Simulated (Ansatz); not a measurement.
Geometry optimisation, RKS PBE/STO-3G (Ansatz 0.2.0).

Input file:

```yaml
crystal:
  periodic: [false, false, false]
  atoms:
    - { symbol: Si, position_ang: [0.0, 0.0, 0.0] }
    - { symbol: "N", position_ang: [0.0, 0.0, 1.82] }
    - { symbol: C, position_ang: [-1.2162, -0.3762, 2.555] }
    - { symbol: H, position_ang: [-1.8642, -0.9999, 1.9045] }
    - { symbol: H, position_ang: [-0.9378, -0.9533, 3.4614] }
    - { symbol: H, position_ang: [-1.7663, 0.5401, 2.8549] }
    - { symbol: C, position_ang: [1.2162, 0.3762, 2.555] }
    - { symbol: H, position_ang: [1.4641, -0.4163, 3.2916] }
    - { symbol: H, position_ang: [2.0585, 0.4943, 1.8418] }
    - { symbol: H, position_ang: [1.0457, 1.3351, 3.0874] }
    - { symbol: F, position_ang: [1.4994, 0.0, -0.5295] }
    - { symbol: F, position_ang: [-0.7489, 1.2974, -0.5295] }
    - { symbol: "N", position_ang: [-0.8572, -1.4851, -0.6061] }
    - { symbol: C, position_ang: [-1.5991, -2.3398, 0.332] }
    - { symbol: H, position_ang: [-1.2218, -2.1735, 1.3626] }
    - { symbol: H, position_ang: [-2.6791, -2.0872, 0.2887] }
    - { symbol: H, position_ang: [-1.4574, -3.4051, 0.0541] }
    - { symbol: C, position_ang: [-0.8082, -1.8308, -2.034] }
    - { symbol: H, position_ang: [-1.6103, -1.2865, -2.5747] }
    - { symbol: H, position_ang: [0.1794, -1.5432, -2.4511] }
    - { symbol: H, position_ang: [-0.9565, -2.9241, -2.1559] }
basis:
  gaussian: { orbitals: STO-3G }
hamiltonian:
  xc: pbe
relax:
  f_tol: 0.02
  max_steps: 40
output:
  orbitals: {}
```

Run as:

```bash
$ ansatz run input.yaml --threads 1 --pin off --max-ram 2048MiB --backend cpu --events-out ev --progress --plain --runs-dir out
```

**Question.** Where does it end, and by what steps?

**Answer.** It converged. Limits of this set-up: minimal basis. After 23 steps the energy has fallen by 1.212 eV; H20 moved furthest, 1.84 Å.

| step | energy less start (eV) | largest force component (eV/Å) | accepted |
| --- | --- | --- | --- |
| 0 | 0.0000 | 3.299 | yes |
| 1 | -0.7146 | 1.640 | yes |
| 2 | -0.9179 | 0.747 | yes |
| 3 | -1.0133 | 0.430 | yes |
| 4 | -1.0395 | 0.473 | yes |
| 5 | -1.0765 | 0.520 | yes |
| 6 | -1.0898 | 0.198 | yes |
| 7 | -1.1131 | 0.129 | yes |
| 8 | -1.1199 | 0.127 | yes |
| 9 | -1.1261 | 0.134 | yes |
| 10 | -1.1309 | 0.256 | yes |
| 11 | -1.1357 | 0.168 | yes |
| 12 | -1.1435 | 0.111 | yes |
| 13 | -1.1519 | 0.310 | yes |
| 14 | -1.1568 | 0.357 | yes |
| 15 | -1.1636 | 0.378 | yes |
| 16 | -1.1736 | 0.294 | yes |
| 17 | -1.1851 | 0.351 | yes |
| 18 | -1.1957 | 0.148 | yes |
| 19 | -1.2079 | 0.074 | yes |
| 20 | -1.2104 | 0.073 | yes |
| 21 | -1.2115 | 0.029 | yes |
| 22 | -1.2118 | 0.023 | yes |
| 23 | -1.2119 | 0.013 | yes |

```xyz
21
Properties=species:S:1:pos:R:3
Si 0.208 -0.378 0.136
N 0.006 -0.298 1.890
C -1.321 0.139 2.419
H -2.121 -0.292 1.780
H -1.461 -0.234 3.459
H -1.454 1.250 2.445
C 1.141 0.268 2.680
H 1.113 -0.114 3.725
H 2.095 -0.056 2.214
H 1.141 1.386 2.736
F 1.767 -0.849 -0.101
F 0.016 1.016 -0.719
N -1.070 -1.456 -0.435
C -1.130 -2.832 0.143
H -0.883 -2.777 1.224
H -2.157 -3.248 0.037
H -0.428 -3.557 -0.340
C -1.364 -1.447 -1.900
H -2.407 -1.788 -2.087
H -1.262 -0.407 -2.277
H -0.688 -2.105 -2.503
```

Time of the run: 96 s on 1 thread of Intel(R) Xeon(R) 6975P-C (Granite Rapids), with other jobs on the host, peak memory 0.2 GiB.
